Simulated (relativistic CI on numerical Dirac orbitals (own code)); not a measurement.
# N2+: calculation against measurement

Computed by Dirac-Coulomb-Breit CI, KLI orbitals optimised for each configuration, QED by a radiative potential, valence Slater integrals scaled by 0.85, P86 correlation energy added to each configuration (own radial code, finite nucleus).

CI space (outside the closed core 1s2): 2s2.2p, 2s.2p2, 2p3, 2s2.3s, 2s2.3p, 2s2.3d, 2s2.4s, 2p2.3s, 2s.2p.3s, 2s2.4p, 2s2.4d, 2s2.4f, 2p2.3p, 2s.2p.3p, 2p2.3d, 2s.2p.3d. Levels of other configurations are missing.

```tsv
Configuration	Term (tabulated)	J	Measured (cm⁻¹)	Computed	Error	Purity (%)
2s2.2p	2P°	1/2	0.0	0	0	96
2s2.2p	2P°	3/2	174.4	169	-5	96
2s.2p2	4P	3/2	57246.8	57739	492	100
2s.2p2	4P	5/2	57327.9	57815	487	100
2s.2p2	2D	5/2	101023.9	102623	1599	99
2s.2p2	2D	3/2	101030.6	102631	1600	99
2s.2p2	2S	1/2	131004.3	128658	-2346	99
2s.2p2	2P	1/2	145875.7	144677	-1198	99
2s.2p2	2P	3/2	145985.8	144783	-1203	99
2p3	4S°	3/2	186797.1	189012	2215	100
2p3	2D°	5/2	203074.6	210752	7677	98
2p3	2D°	3/2	203088.9	210769	7680	98
2s2.3s	2S	1/2	221302.2	219342	-1960	93
2p3	2P°	1/2	230404.3	235151	4746	94
2p3	2P°	3/2	230408.6	235153	4745	94
2s2.3p	2P°	1/2	245665.4	244815	-850	92
2s2.3p	2P°	3/2	245701.3	244851	-850	92
2s2.3d	2D	3/2	267238.4	266180	-1058	94
2s2.3d	2D	5/2	267244.0	266184	-1060	94
2s.2p.3s	4P°	1/2	287529.4	286621	-909	99
2s.2p.3s	4P°	3/2	287591.5	286682	-910	99
2s.2p.3s	4P°	5/2	287706.9	286796	-911	99
2s.2p.3s	2P°	1/2	297151.2	296969	-182	94
2s.2p.3s	2P°	3/2	297264.4	297090	-174	94
2s2.4s	2S †	1/2	301082.6	313379	12297	98
2s.2p.3p	2P	1/2	309131.2	309735	604	94
2s.2p.3p	2P	3/2	309185.2	309783	598	96
2s.2p.3p	4D	1/2	309656.2	309429	-227	97
2s.2p.3p	4D	3/2	309691.8	309470	-221	98
2s.2p.3p	4D	5/2	309753.5	309540	-214	100
2s.2p.3p	4D	7/2	309849.8	309635	-215	100
2s2.4p	2P° †	1/2	311690.3	323597	11907	97
2s2.4p	2P° †	3/2	311715.2	323614	11899	97
2s.2p.3p	4S	3/2	314217.3	312869	-1348	100
2s.2p.3p	4P	3/2	317336.2	316406	-931	99
2s.2p.3p	4P	5/2	317395.2	316466	-929	99
2s2.4d	2D †	3/2	317747.7	330826	13078	99
2s2.4d	2D †	5/2	317779.5	330828	13048	99
2s2.4f	2F° †	5/2	320287.2	334481	14194	99
2s2.4f	2F° †	7/2	320288.3	334482	14193	99
2s.2p.3p	2D	3/2	320978.2	319817	-1162	98
2s.2p.3p	2D	5/2	321066.8	319934	-1133	98
2s.2p.3p	2S	1/2	327058.0	327021	-37	98
2s.2p.3d	4F°	5/2	330266.5	329892	-375	100
2s.2p.3d	4F°	7/2	330318.5	329942	-377	100
2s.2p.3d	4F°	9/2	330389.9	330012	-378	100
2s.2p.3d	4D°	1/2	332791.3	332135	-657	99
2s.2p.3d	4D°	3/2	332804.4	332148	-657	99
2s.2p.3d	4D°	5/2	332826.0	332169	-657	99
2s.2p.3d	4D°	7/2	332854.0	332196	-658	99
2s.2p.3d	4P°	5/2	336206.9	334391	-1816	98
2s.2p.3d	4P°	3/2	336261.6	334450	-1812	99
2s.2p.3d	4P°	1/2	336296.6	334486	-1810	99
2s.2p.3d	2F°	5/2	339744.6	340345	601	100
2s.2p.3d	2F°	7/2	339855.5	340457	601	100
2s.2p.3d	2P°	3/2	342691.5	342926	234	96
2s.2p.3d	2P°	1/2	342762.5	342997	234	96
2s.2p.3s	2P°	1/2	353440.6	351778	-1663	94
2s.2p.3s	2P°	3/2	353442.5	351784	-1658	94
```

Measured levels from Moore, Selected Tables of Atomic Spectra, NSRDS-NBS 3, section 5; pairs were made by configuration, J and term (by order where the table uses no LS term), so strongly mixed levels may be paired wrongly.

Mean error by configuration (cm⁻¹): 2s2.2p -5; 2s.2p2 -81; 2p3 5413; 2s2.3s -1960; 2s2.3p -850; 2s2.3d -1059; 2s.2p.3s -915; 2s.2p.3p -435; 2s.2p.3d -538. Over the excited levels the mean absolute error is 1307 cm⁻¹ (58 of the 69 excited levels that our extract of the source holds in range could be paired, and the others can miss by more), and the median relative error of those above 1,000 cm⁻¹ is 0.33 %. † marks terms whose computed intervals miss the measured ones by more than a factor of 2.5, or configurations far off the rest, from wrong mixing, a near crossing or a doubtful label or measurement; they are left out of the means.
